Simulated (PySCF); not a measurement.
A geometry optimisation, step by step.

CH3Cl3SSi.
Bonds: S1–Si2, Si2–C3, C3–Cl4, C3–Cl5, C3–Cl6. Hydrogens: H7 on S1; H8, H9 on Si2.

Computed by this run: PBE0-D3(BJ)/def2-SVP geometry optimisation, gas phase in PySCF; density fitting, grid level 1; the optimiser is geomeTRIC in internal coordinates, started from a GFN2-xTB structure with every atom displaced at random (about 0.01 Å). The frame can shift and turn from step to step; on so coarse a grid that alone can change the energy by a few meV, and forces under 0.02 eV/Å are noise.

Step 0: E = -57328.3532 eV, largest atomic force 1.453 eV/Å
```
atom  x, y, z in Å  |  force x, y, z in eV/Å
S1      2.307   -0.178   -0.406    0.520   0.457   0.634
Si2     0.581    0.198    0.818   -0.181  -0.015  -1.441
C3     -1.020    0.010   -0.290    0.873  -0.021  -0.235
Cl4    -2.399    0.223    0.740   -0.784   0.119   0.685
Cl5    -1.078   -1.608   -1.038    0.118  -0.113  -0.011
Cl6    -1.042    1.241   -1.571    0.139   0.110  -0.108
H7      1.654   -0.685   -1.440   -0.541  -0.324  -0.483
H8      0.464   -0.803    1.853   -0.142  -0.475   0.724
H9      0.592    1.585    1.300   -0.003   0.261   0.237
```

Step 1: E = -57328.4490 eV, largest atomic force 0.534 eV/Å
```
atom  x, y, z in Å  |  force x, y, z in eV/Å
S1      1.700   -0.258   -0.385   -0.194  -0.040  -0.208
Si2     0.010    0.098    0.872    0.111   0.403   0.333
C3     -1.552    0.430   -0.195   -0.253   0.080   0.228
Cl4    -2.942    0.697    0.925    0.350  -0.079  -0.231
Cl5    -1.869   -0.994   -1.206   -0.096  -0.151  -0.129
Cl6    -1.322    1.860   -1.214    0.006  -0.017   0.017
H7      0.946   -0.832   -1.363    0.125   0.018   0.212
H8     -0.291   -0.988    1.841   -0.105  -0.150  -0.155
H9      0.246    1.353    1.644    0.057  -0.064  -0.069
```

Step 2: E = -57328.4764 eV, largest atomic force 0.197 eV/Å
```
atom  x, y, z in Å  |  force x, y, z in eV/Å
S1      1.693   -0.238   -0.390   -0.013   0.067  -0.049
Si2     0.014    0.122    0.877    0.035   0.109   0.141
C3     -1.548    0.430   -0.200   -0.150   0.037   0.122
Cl4    -2.922    0.679    0.922    0.122  -0.031  -0.082
Cl5    -1.867   -0.997   -1.219    0.001  -0.027  -0.031
Cl6    -1.333    1.867   -1.212    0.013   0.000  -0.035
H7      0.940   -0.868   -1.321    0.009  -0.068   0.054
H8     -0.310   -0.995    1.805   -0.051  -0.068  -0.092
H9      0.258    1.366    1.656    0.033  -0.020  -0.029
```

Step 3: E = -57328.4943 eV, largest atomic force 0.155 eV/Å
```
atom  x, y, z in Å  |  force x, y, z in eV/Å
S1      1.686   -0.193   -0.403    0.054   0.121   0.039
Si2     0.016    0.149    0.878   -0.027  -0.125  -0.087
C3     -1.551    0.441   -0.202    0.031   0.028  -0.011
Cl4    -2.912    0.657    0.922   -0.089   0.022   0.042
Cl5    -1.852   -0.988   -1.233    0.037   0.022   0.035
Cl6    -1.356    1.882   -1.212   -0.004   0.011  -0.022
H7      0.953   -0.951   -1.246   -0.024  -0.100  -0.015
H8     -0.326   -1.010    1.746    0.007   0.007  -0.004
H9      0.267    1.379    1.669    0.015   0.013   0.022
```

Step 4: E = -57328.5034 eV, largest atomic force 0.221 eV/Å
```
atom  x, y, z in Å  |  force x, y, z in eV/Å
S1      1.686   -0.151   -0.417    0.019   0.092   0.049
Si2     0.014    0.161    0.868   -0.049  -0.144  -0.160
C3     -1.562    0.453   -0.203    0.101   0.026  -0.070
Cl4    -2.918    0.650    0.925   -0.137   0.032   0.084
Cl5    -1.852   -0.975   -1.242    0.040   0.033   0.051
Cl6    -1.383    1.901   -1.209   -0.003   0.000   0.001
H7      0.999   -1.031   -1.178    0.001  -0.080  -0.022
H8     -0.326   -1.024    1.703    0.027   0.028   0.030
H9      0.268    1.381    1.671    0.001   0.014   0.037
```

Step 5: E = -57328.5138 eV, largest atomic force 0.148 eV/Å
```
atom  x, y, z in Å  |  force x, y, z in eV/Å
S1      1.683   -0.089   -0.442   -0.026  -0.006   0.023
Si2     0.001    0.170    0.839   -0.044  -0.061  -0.127
C3     -1.590    0.475   -0.204    0.109   0.003  -0.097
Cl4    -2.940    0.652    0.935   -0.100   0.023   0.072
Cl5    -1.869   -0.950   -1.250    0.015   0.037   0.040
Cl6    -1.429    1.932   -1.201   -0.001  -0.018   0.024
H7      1.125   -1.156   -1.060    0.031  -0.009  -0.015
H8     -0.317   -1.044    1.639    0.037   0.027   0.043
H9      0.261    1.376    1.663   -0.020   0.004   0.036
```

Step 6: E = -57328.5166 eV, largest atomic force 0.075 eV/Å
```
atom  x, y, z in Å  |  force x, y, z in eV/Å
S1      1.683   -0.079   -0.448   -0.018  -0.013   0.006
Si2    -0.006    0.166    0.827   -0.014  -0.006  -0.043
C3     -1.599    0.481   -0.205    0.048  -0.009  -0.058
Cl4    -2.950    0.660    0.940   -0.032   0.008   0.030
Cl5    -1.883   -0.940   -1.251   -0.005   0.017   0.014
Cl6    -1.438    1.941   -1.197    0.004  -0.009   0.016
H7      1.177   -1.187   -1.037    0.014   0.006   0.000
H8     -0.308   -1.048    1.632    0.013   0.011   0.021
H9      0.249    1.371    1.657   -0.010  -0.005   0.014
```

Step 7: E = -57328.5170 eV, largest atomic force 0.028 eV/Å
```
atom  x, y, z in Å  |  force x, y, z in eV/Å
S1      1.683   -0.078   -0.447   -0.004  -0.003  -0.001
Si2    -0.009    0.164    0.822    0.001   0.010   0.004
C3     -1.602    0.482   -0.208    0.008  -0.015  -0.022
Cl4    -2.951    0.666    0.941   -0.001   0.002   0.007
Cl5    -1.893   -0.936   -1.254   -0.005   0.008   0.002
Cl6    -1.436    1.943   -1.195    0.003  -0.001   0.003
H7      1.195   -1.196   -1.032    0.001   0.001   0.003
H8     -0.303   -1.047    1.636   -0.002   0.000   0.003
H9      0.242    1.368    1.654   -0.001  -0.003   0.001
```

Step 8: E = -57328.5170 eV, largest atomic force under 0.02 eV/Å
```
atom  x, y, z in Å  |  force x, y, z in eV/Å
S1      1.683   -0.080   -0.445    0.000  -0.002  -0.001
Si2    -0.010    0.163    0.822    0.001   0.007   0.009
C3     -1.601    0.483   -0.210    0.002  -0.012  -0.010
Cl4    -2.950    0.669    0.941    0.001   0.002   0.002
Cl5    -1.896   -0.934   -1.256   -0.002   0.006   0.002
Cl6    -1.433    1.944   -1.196    0.002   0.002  -0.001
H7      1.198   -1.199   -1.028   -0.001  -0.001   0.002
H8     -0.304   -1.046    1.637   -0.003  -0.001  -0.001
H9      0.240    1.368    1.654    0.000  -0.001  -0.001
```

Question: Summarise the path.

Answer: The energy falls by 3.78 kcal/mol from step 0 to step 8; nine tenths of that is first reached at step 4. It falls at every step. The largest force goes from 1.453 to under 0.02 eV/Å. Among the bonds C3–Cl4 changes most, from 1.734 to 1.783 Å; the atoms move by 0.298 Å rms after alignment.

Question: Follow the three bonds and two angles with the largest change from start to end.

Answer: 
```json
{"step": "0", "E above end (kcal/mol)": "3.78", "largest force (eV/Å)": "1.453", "C3–Cl4 (Å)": "1.734", "Si2–H8 (Å)": "1.444", "Si2–C3 (Å)": "1.956", "S1–Si2–H9 (°)": "110.2", "Si2–S1–H7 (°)": "96.7"}
{"step": "1", "E above end (kcal/mol)": "1.57", "largest force (eV/Å)": "0.534", "C3–Cl4 (Å)": "1.805", "Si2–H8 (Å)": "1.487", "Si2–C3 (Å)": "1.921", "S1–Si2–H9 (°)": "108.6", "Si2–S1–H7 (°)": "93.1"}
{"step": "2", "E above end (kcal/mol)": "0.94", "largest force (eV/Å)": "0.197", "C3–Cl4 (Å)": "1.792", "Si2–H8 (Å)": "1.488", "Si2–C3 (Å)": "1.922", "S1–Si2–H9 (°)": "108.8", "Si2–S1–H7 (°)": "92.8"}
{"step": "3", "E above end (kcal/mol)": "0.52", "largest force (eV/Å)": "0.155", "C3–Cl4 (Å)": "1.778", "Si2–H8 (Å)": "1.489", "Si2–C3 (Å)": "1.925", "S1–Si2–H9 (°)": "108.7", "Si2–S1–H7 (°)": "92.3"}
{"step": "4", "E above end (kcal/mol)": "0.31", "largest force (eV/Å)": "0.221", "C3–Cl4 (Å)": "1.774", "Si2–H8 (Å)": "1.489", "Si2–C3 (Å)": "1.927", "S1–Si2–H9 (°)": "108.2", "Si2–S1–H7 (°)": "92.1"}
{"step": "5", "E above end (kcal/mol)": "0.07", "largest force (eV/Å)": "0.148", "C3–Cl4 (Å)": "1.775", "Si2–H8 (Å)": "1.489", "Si2–C3 (Å)": "1.926", "S1–Si2–H9 (°)": "107.1", "Si2–S1–H7 (°)": "92.6"}
{"step": "6", "E above end (kcal/mol)": "0.01", "largest force (eV/Å)": "0.075", "C3–Cl4 (Å)": "1.779", "Si2–H8 (Å)": "1.488", "Si2–C3 (Å)": "1.924", "S1–Si2–H9 (°)": "107.0", "Si2–S1–H7 (°)": "93.4"}
{"step": "7", "E above end (kcal/mol)": "0.00", "largest force (eV/Å)": "0.028", "C3–Cl4 (Å)": "1.782", "Si2–H8 (Å)": "1.488", "Si2–C3 (Å)": "1.923", "S1–Si2–H9 (°)": "107.0", "Si2–S1–H7 (°)": "93.7"}
{"step": "8", "E above end (kcal/mol)": "0.00", "largest force (eV/Å)": "under 0.02", "C3–Cl4 (Å)": "1.783", "Si2–H8 (Å)": "1.488", "Si2–C3 (Å)": "1.923", "S1–Si2–H9 (°)": "107.0", "Si2–S1–H7 (°)": "93.7"}
```

The cost below is that of the whole optimisation. Time: 60 s of wall time; peak memory 0.52 GiB. Hardware: Arm Neoverse V1, one thread, shared host.
